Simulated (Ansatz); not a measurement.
Consider the substitution at a C–Se bond: `C/N=C\[Se][AlH2]` + CH₃NH₂ → `C/N=C/NC` + `[AlH2][SeH]`.

Isolated molecules relaxed with PBE0-D4/def2-TZVP in Ansatz; ΔE leaves out vibrations. CCSD(T)/CBS is the MP2 limit (def2-TZVPP, def2-QZVPP) plus CCSD(T) − MP2 in def2-TZVPP, frozen cores. Double bonds are as drawn, so ΔE can hold a change between cis and trans. For Se outer-core shells are correlated without core-valence functions, which leaves a few kJ/mol of doubt a bond. Scalar relativity is left out up to krypton. Each species was taken in one conformer, which may not be the lowest.

```json
{"species": "`C/N=C\\[Se][AlH2]`", "SCS-MP2/def2-TZVPP energy (Eh)": "-2776.37050"}
{"species": "CH₃NH₂", "SCS-MP2/def2-TZVPP energy (Eh)": "-95.66487"}
{"species": "`C/N=C/NC`", "SCS-MP2/def2-TZVPP energy (Eh)": "-228.15036"}
{"species": "`[AlH2][SeH]`", "SCS-MP2/def2-TZVPP energy (Eh)": "-2643.90145"}
```

**Question.** Work out ΔE.

**Answer.** ΔE = (-228.15036) + (-2643.90145) − (-2776.37050) − (-95.66487) = -0.01644 Eh = -0.45 eV. CCSD(T)/CBS gives -0.43 eV.

Largest T1 diagnostic among the species: 0.013.

In def2-TZVPP, CCSD(T) changes the Hartree–Fock value by +0.24 eV (the triples alone add +0.05 eV) and MP2 by +0.25 eV. From PBE to PBE0 (25 % exact exchange), in def2-TZVPP and without D4, ΔE moves by −0.07 eV. The D4 term adds +0.07 eV with B3LYP and +0.04 eV with PBE0; it sums over pairs of atoms, weighted by their polarisabilities, and B3LYP, whose exchange is more repulsive, gets the larger term.

B3LYP here is the variant with VWN-RPA as its local correlation; programs differ in this.
